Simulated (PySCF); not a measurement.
# Spin-rotation constants: SMILES [AsH2][SiH2]C1C[SiH2]C1, C₃H₁₁AsSi₂

Molfile (atoms numbered from 1):
```
C3H11AsSi2
     RDKit          3D

 17 17  0  0  0  0  0  0  0  0999 V2000
    2.2974   -0.6788    1.4182 As  0  0  0  0  0  3  0  0  0  0  0  0
    1.2061    1.1635    0.3877 Si  0  0  0  0  0  4  0  0  0  0  0  0
   -0.5997    0.6803    0.0950 C   0  0  0  0  0  0  0  0  0  0  0  0
   -0.8470   -0.5790   -0.7931 C   0  0  0  0  0  0  0  0  0  0  0  0
   -2.4203   -0.8406    0.2315 Si  0  0  0  0  0  4  0  0  0  0  0  0
   -1.4174    0.2972    1.3676 C   0  0  0  0  0  0  0  0  0  0  0  0
    3.6457    0.0319    1.3820 H   0  0  0  0  0  0  0  0  0  0  0  0
    2.5565   -1.3686    0.0823 H   0  0  0  0  0  0  0  0  0  0  0  0
    1.2903    2.3125    1.3449 H   0  0  0  0  0  0  0  0  0  0  0  0
    1.8691    1.5620   -0.8944 H   0  0  0  0  0  0  0  0  0  0  0  0
   -1.0897    1.5458   -0.3868 H   0  0  0  0  0  0  0  0  0  0  0  0
   -0.1085   -1.3737   -0.5893 H   0  0  0  0  0  0  0  0  0  0  0  0
   -0.8788   -0.4085   -1.8780 H   0  0  0  0  0  0  0  0  0  0  0  0
   -3.6115   -0.1583   -0.3635 H   0  0  0  0  0  0  0  0  0  0  0  0
   -2.8223   -2.2119    0.6788 H   0  0  0  0  0  0  0  0  0  0  0  0
   -0.8091   -0.2904    2.0771 H   0  0  0  0  0  0  0  0  0  0  0  0
   -1.8800    1.1301    1.9148 H   0  0  0  0  0  0  0  0  0  0  0  0
  1  2  1  0
  2  3  1  0
  3  4  1  0
  4  5  1  0
  5  6  1  0
  6  3  1  0
  1  7  1  0
  1  8  1  0
  2  9  1  0
  2 10  1  0
  3 11  1  0
  4 12  1  0
  4 13  1  0
  5 14  1  0
  5 15  1  0
  6 16  1  0
  6 17  1  0
M  END
```

Level of theory: GIAO wB97X-D/pcSseg-1 magnetisability, rotational g tensor and spin-rotation constants, non-relativistic, gas phase (PySCF 2.14.0). Geometry: PBE0-D3(BJ)/def2-SVP.

The calculation is non-relativistic, which matters for the atoms heavier than Zn.

(1) Give the nuclear spin-rotation constants along the inertial axes (H = +C I·J) beside the isotropic shieldings.

(2) How do the rotational constants and the g tensor change when H7, H8, H9, H10, H11, H12, H13, H14, H15, H16, H17 are replaced by deuterium?

## Answers

(1) Rotational constants 2.8423, 0.6981, 0.6355 GHz. A star marks the isotopologue with that one atom substituted, in its own axes.
| atom | isotope | Caa (kHz) | Cbb (kHz) | Ccc (kHz) | mean (kHz) | σ (ppm) |
| --- | --- | --- | --- | --- | --- | --- |
| As1 | 75As | 2.603 | 0.675 | 0.601 | 1.293 | 1975.7 |
| H7 | 1H | -0.038 | -0.051 | -0.072 | -0.053 | 29.8 |
| H8 | 1H | -0.295 | -0.069 | 0.005 | -0.120 | 29.5 |
| H9 | 1H | -0.236 | -0.040 | 0.005 | -0.090 | 27.1 |
| H10 | 1H | -0.230 | -0.033 | 0.001 | -0.087 | 26.7 |
| H11 | 1H | -0.158 | -0.001 | -0.079 | -0.079 | 29.3 |
| H12 | 1H | -0.119 | -0.039 | -0.066 | -0.075 | 30.5 |
| H13 | 1H | -0.286 | -0.058 | -0.010 | -0.118 | 30.5 |
| H14 | 1H | 0.069 | -0.038 | -0.058 | -0.009 | 26.5 |
| H15 | 1H | -0.235 | 0.033 | -0.054 | -0.086 | 26.4 |
| H16 | 1H | -0.107 | -0.040 | -0.062 | -0.070 | 30.0 |
| H17 | 1H | -0.282 | -0.055 | -0.013 | -0.117 | 30.5 |
| Si2 | 29Si* | -1.499 | -0.410 | -0.417 | -0.775 | 384.3 |
| C3 | 13C* | 0.469 | 0.108 | 0.072 | 0.216 | 167.2 |
| C4 | 13C* | 0.441 | 0.086 | 0.084 | 0.204 | 172.0 |
| Si5 | 29Si* | -1.808 | -0.435 | -0.341 | -0.861 | 375.5 |

For the geometry as given, no vibrational averaging.

(2) Constants 2.3273, 0.6313, 0.5781 GHz; g -0.0254, -0.0067, -0.0040, against -0.0312, -0.0073, -0.0043 before.
